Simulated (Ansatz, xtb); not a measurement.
Molecule: SiF2, charge 0, multiplicity 1. SMILES: F[Si]F
Coordinates optimised at B3LYP-D3(BJ)/def2-TZVP (Ansatz, an electronic-structure program):
```xyz
3

Si     0.0153     0.0127     0.5768
F      1.0240    -0.6902    -0.4611
F     -1.0478     0.6704    -0.4362
```

Harmonic wavenumbers from GFN2-xTB (xtb, at its own minimum), cm⁻¹: 326, 762, 813.

Q: Give the harmonic wavenumbers at B3LYP-D3(BJ)/def2-TZVP (Ansatz, finite differences of forces, unscaled).

A: 335, 838, 852 cm⁻¹. Zero-point energy 2.9 kcal/mol.

Q: From these and the geometry, give the ideal-gas thermochemistry at 298.15 K and 1 atm (rigid rotor, harmonic oscillator).

A: Point group C2v, rotational symmetry number 2. Rotational constants 29.73, 8.659, 6.705 GHz. S(trans) 38.48, S(rot) 21.37, S(vib) 1.58, S(elec, spin only) 0.00, S 61.4 cal/(mol K). H(298) - H(0) 2.69 kcal/mol; G - E(el) -12.7 kcal/mol.
